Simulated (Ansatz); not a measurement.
B₅⁻. Charge -1, multiplicity 5. Geometry r2SCAN-D4/def2-SVPD; atoms count from 1.

```xyz
5

B     0.2673   -1.0661    0.0941
B    -0.0513    1.6714    0.5723
B    -0.4107   -1.2182   -1.2940
B     0.4972    0.2179    1.0606
B    -0.3025    0.3949   -0.4331
```

At PBE0-D4/def2-TZVPD a broken-symmetry singlet of charge -1 lies 1.55 eV below the quintet, each at its own geometry. The structure comes from a short search, and lower isomers may exist.

(1) Estimate the Mulliken populations from the PBE0/def2-TZVPD orbitals of Ansatz.

(2) Where does the spin sit?

(3) And the Mayer bond orders between bonded heavy atoms (over 0.3)?

Answers

(1) 
```csv
atom,charge (e),spin (α − β)
B1,-0.32,0.19
B2,-0.17,1.10
B3,-0.37,1.49
B4,-0.11,0.70
B5,-0.03,0.52
```
Mulliken values and Mayer orders depend strongly on the basis. With diffuse functions, as here, like atoms can get unlike values, and bond orders can come out too low or too high.

(2) Summed by element: B 4.00, of 4 unpaired in all. Largest on single atoms: B3 1.49, B2 1.10, B4 0.70.

(3) B1–B3 1.58 (1.55 Å); B1–B4 0.82 (1.62 Å); B1–B5 0.83 (1.65 Å); B2–B4 1.27 (1.63 Å); B2–B5 0.82 (1.64 Å); B3–B5 0.61 (1.83 Å); B4–B5 0.72 (1.70 Å).
